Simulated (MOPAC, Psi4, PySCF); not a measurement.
Approach curve of the dimer BF3 ··· O2S (SMILES FB(F)F and O=S=O). Monomers: optimised at B3LYP-D3(BJ) (def2-TZVP), held rigid. Orientation: lowest of the rigid-body minima from ten starts at GFN2-xTB (searched outside a hard wall at short contacts). The monomers approach along the line of their centres of mass (distance R); nothing else relaxes. The shortest distances reach bonding range, where SAPT0 and rigid monomers are unreliable.

Computed with: RKS-B3LYP/6-31G* = restricted B3LYP/6-31G*, spherical d, no counterpoise correction in PySCF; RHF/6-31G* = restricted Hartree-Fock/6-31G*, spherical d, no counterpoise correction (PySCF); PM6, restricted, heats of formation (MOPAC); SAPT0/jun-cc-pVDZ, frozen core (Psi4).

Interaction energies in kcal/mol; the last columns give the difference from SAPT0:

```csv
R / Å,RKS-B3LYP/6-31G*,RHF/6-31G*,PM6,SAPT0/jun-cc-pVDZ,RKS-B3LYP/6-31G* − SAPT0/jun-cc-pVDZ,RHF/6-31G* − SAPT0/jun-cc-pVDZ,PM6 − SAPT0/jun-cc-pVDZ
2.53,59.13,62.78,4.86,52.44,6.69,10.34,-47.57
2.78,21.96,23.56,-14.27,18.09,3.88,5.48,-32.35
2.95,9.35,10.21,-13.38,6.97,2.38,3.25,-20.35
3.16,1.17,1.41,-8.73,0.09,1.07,1.32,-8.83
3.34,-2.03,-2.11,-5.33,-2.49,0.46,0.38,-2.84
3.52,-3.25,-3.52,-3.25,-3.48,0.23,-0.04,0.23
3.85,-3.24,-3.60,-1.89,-3.47,0.23,-0.13,1.57
4.19,-2.42,-2.74,-1.59,-2.69,0.27,-0.04,1.11
4.69,-1.37,-1.63,-1.16,-1.63,0.26,0.00,0.47
5.37,-0.52,-0.72,-0.68,-0.80,0.28,0.08,0.12
6.33,-0.17,-0.27,-0.36,-0.34,0.17,0.06,-0.02
7.69,-0.06,-0.10,-0.17,-0.12,0.06,0.02,-0.05
```

RKS-B3LYP/6-31G* is furthest from SAPT0/jun-cc-pVDZ at 2.53 (6.69 kcal/mol, above); its mean absolute difference over the points is 1.33 kcal/mol.

RHF/6-31G* is furthest from SAPT0/jun-cc-pVDZ at 2.53 (10.34 kcal/mol, above); its mean absolute difference over the points is 1.76 kcal/mol.

PM6 is furthest from SAPT0/jun-cc-pVDZ at 2.53 (-47.57 kcal/mol, below); its mean absolute difference over the points is 9.63 kcal/mol.
